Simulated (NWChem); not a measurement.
System: CdHOBr; SMILES [OH][Cd][Br]

```xyz
4

Cd    -0.4751     0.5221     0.0001
Br     0.3928    -1.7175    -0.0001
O     -1.2864     2.3121     0.0010
H     -0.6144     3.0037    -0.0075
```
Atoms are numbered in this order, from 1.

Computed with NWChem. The geometry was optimised at PBE0/def2-SVP. def2 effective core potentials on Cd; no spin-orbit coupling. Level: PBE0/def2-SVPD; rows give the wavelength of the field.

| field | isotropic polarisability (bohr³) | anisotropy (bohr³) |
|---|---|---|
| static | 56.1 | 35.9 |
| 1065 nm | … | … |
| 589 nm | 58.9 | 38.9 |

**Question.** Some entries are withheld; supply them.

**Answer.** 
- 1065 nm, isotropic polarisability (bohr³): 56.9
- 1065 nm, anisotropy (bohr³): 36.8
